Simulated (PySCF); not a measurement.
# Computed structure and properties of [Lu(BH4)4]−

System: [Lu(BH4)4]− (singlet in the valence; each metal's 4f electrons, 14 of them, lie in its core potential, out of spins and levels; a saddle point, relaxed within its symmetry); start: template (C2v). Method: PySCF 2.14.0, RKS PBE0, Lu lcecp-1-SVP with ECP60, B def2-SVP, H def2-SVP; non-relativistic Hamiltonian with scalar-relativistic core potentials where named; density fitting; no spin-orbit coupling.

Input of the relaxation:

```python
mol = gto.M(atom='''
Lu    -0.00000     0.00000     0.00000
B      1.38800     1.38800     1.38800
H      2.08080     2.08080     2.08080
H      0.66660     0.66660     2.11030
H      2.11030     0.66660     0.66660
H      0.66660     2.11030     0.66660
B     -1.38800    -1.38800     1.38800
H     -2.08080    -2.08080     2.08080
H     -0.66660    -0.66660     2.11030
H     -2.11030    -0.66660     0.66660
H     -0.66660    -2.11030     0.66660
B      1.38800    -1.38800    -1.38800
H      2.08080    -2.08080    -2.08080
H      1.62910    -1.62910    -0.18540
H      0.18540    -1.62910    -1.62910
H      1.62910    -0.18540    -1.62910
B     -1.38800     1.38800    -1.38800
H     -2.08080     2.08080    -2.08080
H     -1.62910     1.62910    -0.18540
H     -0.18540     1.62910    -1.62910
H     -1.62910     0.18540    -1.62910''',
    basis={'Lu': 'lcecp-1-SVP', 'B': 'def2-SVP', 'H': 'def2-SVP'},
    ecp={'Lu': 'lcecp-1-SVP'},
    charge=-1, spin=0)
mf = dft.RKS(mol, xc='PBE0')
mf.grids.atom_grid = (50, 194)  # f atoms: unpruned, at least (60, 302)
mf = mf.density_fit()  # fitting sets: Lu AutoAux, B def2-universal-JKFIT, H def2-universal-JKFIT
mf.conv_tol = 1e-08; mf.max_cycle = 55
mf.kernel(dm0)  # dm0: converged density of the start geometry
# quasi-Newton relaxation in Cartesian coordinates to a largest gradient under 0.00045 Eh/bohr, steps kept in the point group
```

Run from Python with OMP_NUM_THREADS=4; the lines above give its settings. Where DIIS fails, smearing, a level shift and second-order steps follow.
It took 110 s on 4 threads of Intel(R) Xeon(R) Platinum 8488C (Sapphire Rapids), with other jobs on the host, from the converged density of the start.

Course of the relaxation:

```
step  energy above end (eV)  largest force component within the symmetry (eV/Å)
   0                 0.1667                                               0.350
   1                 0.0648                                               0.268
   2                 0.0143                                               0.154
   3                 0.0097                                               0.145
   4                 0.0058                                               0.131
   5                 0.0031                                               0.113
   6                 0.0011                                               0.090
   7                 0.0004                                               0.074
   8                 0.0003                                               0.063
   9                 0.0002                                               0.051
  10                 0.0001                                               0.029
  11                 0.0000                                               0.012
```

Relaxed geometry (C2v):

```xyz
21

Lu    0.0000    0.0000    0.0537
B     1.4643    1.4643    1.3924
H     2.1896    2.1896    2.0432
H     0.7529    0.7529    2.1202
H     2.1132    0.6997    0.6591
H     0.6997    2.1132    0.6591
B    -1.4643   -1.4643    1.3924
H    -2.1896   -2.1896    2.0432
H    -0.7529   -0.7529    2.1202
H    -2.1132   -0.6997    0.6591
H    -0.6997   -2.1132    0.6591
B     1.3927   -1.3927   -1.4046
H     2.0863   -2.0863   -2.1195
H     1.6080   -1.6080   -0.1928
H     0.1781   -1.5948   -1.5920
H     1.5948   -0.1781   -1.5920
B    -1.3927    1.3927   -1.4046
H    -2.0863    2.0863   -2.1195
H    -1.6081    1.6081   -0.1928
H    -0.1781    1.5948   -1.5920
H    -1.5948    0.1781   -1.5920
```

```
      contact      Å
 Lu1–H5 (BH4)  2.307
Lu1–H10 (BH4)  2.307
Lu1–H14 (BH4)  2.287
Lu1–H19 (BH4)  2.287
```

On the finer grid (75, 302):

```yaml
HOMO: -4.90 eV
LUMO: 3.77 eV
Dipole_about_the_centre_of_mass: 0.16 D
Set_of_Mulliken_populations_of_Lu1_outside_the_core_potential: s 2.56, p 6.79, d 1.47, f 0.06
D3_BJ_dispersion_energy_not_in_the_energies: -0.436 eV
```

| atom | Mulliken (e) | Löwdin (e) | spin (e) |
| --- | --- | --- | --- |
| Lu1 | 0.13 | 0.14 | 0.00 |
| B2 | -0.26 | -0.41 | 0.00 |
| H3 | -0.04 | -0.02 | 0.00 |
| H4 | -0.02 | 0.04 | 0.00 |
| H5 | 0.01 | 0.05 | 0.00 |
| H6 | 0.01 | 0.05 | 0.00 |
| B7 | -0.26 | -0.41 | 0.00 |
| H8 | -0.04 | -0.02 | 0.00 |
| H9 | -0.02 | 0.04 | 0.00 |
| H10 | 0.01 | 0.05 | 0.00 |
| H11 | 0.01 | 0.05 | 0.00 |
| B12 | -0.22 | -0.38 | 0.00 |
| H13 | -0.04 | -0.02 | 0.00 |
| H14 | 0.00 | 0.04 | 0.00 |
| H15 | 0.00 | 0.04 | 0.00 |
| H16 | 0.00 | 0.04 | 0.00 |
| B17 | -0.22 | -0.38 | 0.00 |
| H18 | -0.04 | -0.02 | 0.00 |
| H19 | 0.00 | 0.04 | 0.00 |
| H20 | 0.00 | 0.04 | 0.00 |
| H21 | 0.00 | 0.04 | 0.00 |

The 4f levels lie in the core potential and are missing.

On the grid (50, 194), as all that follows. Harmonic modes: 2 unstable, so a saddle point once the symmetry is let go (counted below −25 cm⁻¹); lowest -244 cm⁻¹ (negative: unstable), highest 2576 cm⁻¹, zero-point energy 4.252 eV.

Taking off one BH4 (charge -1, singlet; the rest: singlet) in vacuum, both parts rigid, costs 3.76 eV; the small basis without counterpoise inflates it.

Rigid scan of BH4 along the line from its metal, all other atoms held (where the atom bridges, its other bond changes as well):

(distance to B2 (Å), energy (eV)): (2.17, 0.588), (2.27, 0.229), (2.37, 0.050), (2.47, 0.000), (2.57, 0.038), (2.67, 0.135), (2.87, 0.424), (3.17, 0.927), (3.57, 1.533), (4.07, 2.111)

One start shape was tried, so this needn't be the lowest isomer.

An lcecp potential fixes the number of 4f electrons, so in runs with it no electron can move into or out of that shell.
